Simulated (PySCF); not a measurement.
Correlation energy of Te (tellurium, neutral)

[Kr] 4d10 5s2 5p3 6s1, high-spin 5S determinant (an excited configuration). Computed with PySCF 2.14 in aug-cc-pwCVDZ-PP with ECP28MDF, with scalar relativity through the core potential. Frozen: 4s2 4p6 4d10; 6 electrons correlated.

```tsv
level	correlation energy (mhartree)
CCSD	-78.03
(T)	-1.60
CCSD(T)	-79.63
```

Diagnostics: T1 = 0.0074, D1 = 0.0249, largest double amplitude 0.044.

The outer electron is Rydberg-like, and this basis confines it to a smaller radius and binds it less than a complete one would.

Cost of the coupled-cluster step: about 0.5 core-seconds, for 6 correlated electrons.
